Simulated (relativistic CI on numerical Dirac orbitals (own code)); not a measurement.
Crystal-field levels of Cu3+, 3d8

Calculated by Dirac-Coulomb-Breit CI, KLI orbitals optimised for each configuration, QED by a radiative potential, valence Slater integrals scaled by 0.75, one configuration in a parametric crystal field (own radial code).

Field parameters in Wybourne normalisation: D4h B²₀ = −7Ds, B⁴₀ = 21(Dq − Dt), B⁴₄ = 21√(5/14) Dq; Oh B⁴₀ = 21Dq, B⁴₄ = √(5/14) B⁴₀; Td as Oh with Dq negative (B⁴₀ = 21Dq, B⁴₄ = √(5/14) B⁴₀). The field is a parameter set, without covalency.

S and J are read from ⟨S²⟩ = S(S + 1) and ⟨J²⟩ = J(J + 1) of each level; they are not fictitious spins.

D4h, 10Dq = 16450, Ds = 1390, Dt = -500 cm⁻¹, the lowest 10 levels:

```
E (cm⁻¹)  Degeneracy  Irrep     S     J
     0.0           2      E  1.00  3.37
     7.2           1     B2  1.00  3.36
   15775           1     B1  0.72  3.18
   16000           1     A1  0.09  2.83
   16520           2      E  1.00  3.29
   17483           1     B1  0.53  3.06
   20347           1     A2  1.00  3.55
   20351           1     A1  0.98  3.67
   20709           2      E  1.00  3.31
   21113           1     B2  1.00  3.04
```

Oh, 10Dq = 18900 cm⁻¹, the lowest 16 levels:

```tsv
E (cm⁻¹)	Degeneracy	Irrep	S	J
0.0	3	T2	1.00	3.37
16423	2	E	0.26	2.89
18706	3	T1	1.00	3.48
19011	2	E	0.89	3.51
19202	3	T2	1.00	3.11
19447	1	A2	1.00	3.00
27542	1	A1	0.84	3.40
28540	3	T1	1.00	3.00
29126	3	T2	1.00	2.50
29273	2	E	0.99	2.38
30149	1	A1	0.35	3.64
35361	3	T2	0.04	2.63
40643	3	T1	0.02	3.98
44840	2	E	1.00	2.29
44972	3	T2	0.99	2.35
45044	1	A1	1.00	1.90
```

D4h, 10Dq = 24650, Ds = 880, Dt = -730 cm⁻¹, the lowest 16 levels:

| E (cm⁻¹) | Degeneracy | Irrep | S | J |
| --- | --- | --- | --- | --- |
| 0.0 | 2 | E | 1.00 | 3.34 |
| 4.0 | 1 | B2 | 1.00 | 3.33 |
| 16883 | 1 | A1 | 0.02 | 2.86 |
| 16892 | 1 | B1 | 0.03 | 2.88 |
| 24691 | 2 | E | 1.00 | 3.29 |
| 24730 | 1 | B1 | 0.99 | 3.37 |
| 30673 | 1 | A1 | 0.11 | 3.53 |
| 30788 | 1 | A1 | 0.97 | 3.57 |
| 30826 | 1 | A2 | 1.00 | 3.46 |
| 31050 | 2 | E | 1.00 | 3.31 |
| 31285 | 1 | B2 | 1.00 | 3.14 |
| 31319 | 1 | B1 | 1.00 | 3.17 |
| 36748 | 2 | E | 1.00 | 2.33 |
| 36872 | 1 | A1 | 0.99 | 2.33 |
| 41475 | 1 | B2 | 0.14 | 2.75 |
| 41691 | 1 | A2 | 0.99 | 2.77 |

Td, 10Dq = -4300 cm⁻¹, the lowest 10 levels:

```csv
E (cm⁻¹),Degeneracy,Irrep,S,J
0.0,1,A1,1.00,3.99
489,3,T1,1.00,3.81
1294,2,E,1.00,3.58
1739,3,T2,1.00,3.15
4880,3,T1,1.00,3.21
4917,3,T2,0.99,3.26
5267,2,E,1.00,2.63
5378,1,A2,1.00,3.00
9480,3,T2,0.99,2.86
16296,3,T2,0.15,2.17
```

Oh, 10Dq = 23100 cm⁻¹, the lowest 16 levels:

```csv
E (cm⁻¹),Degeneracy,Irrep,S,J
0.0,3,T2,1.00,3.35
16758,2,E,0.05,2.84
22899,3,T1,1.00,3.47
22968,2,E,0.98,3.56
23382,3,T2,1.00,3.12
23631,1,A2,1.00,3.00
29820,1,A1,0.17,3.56
33601,3,T1,1.00,2.82
33705,1,A1,0.93,3.17
33975,3,T2,1.00,2.44
34082,2,E,1.00,2.34
39716,3,T2,0.02,2.69
44832,3,T1,0.01,3.99
52447,1,A1,1.00,2.25
52539,3,T1,1.00,2.35
52542,2,E,1.00,2.37
```

The free-ion ground term has S = 1. Every field shown keeps that spin.

Levels of this model without a field, named by their leading LS term (the scale mimics covalency, so terms lie below those of the real free ion): 3F_4 0, 3F_3 1806, 3F_2 2976, 1D_2 14853, 3P_2 18238, 3P_1 18639, 3P_0 18947, 1G_4 23025 cm⁻¹.
